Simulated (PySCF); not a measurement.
Vertical excitations of a molecule CH2ClNOSi from TDA-CAM-B3LYP/def2-SVPD run with PySCF 2.14.0, as energy in eV (oscillator strength): 6.92 (0.000), 7.36 (0.019), 7.59 (0.000), 7.77 (0.002), 7.78 (0.016), 8.02 (0.004), 8.21 (0.058), 8.48 (0.002), 8.61 (0.020), 8.89 (0.261). Lowest triplet (TDA): 6.51 eV. Geometry optimised at PBE0-D3(BJ)/def2-SVP. The values are those of a single conformer.

**Question.** Which molecule gave these data?
(A) Cl[Si@H]1N=CO1
(B) N#CO[SiH2]Cl
(C) O=C=N[SiH2]Cl

**Answer.** C, O=C=N[SiH2]Cl
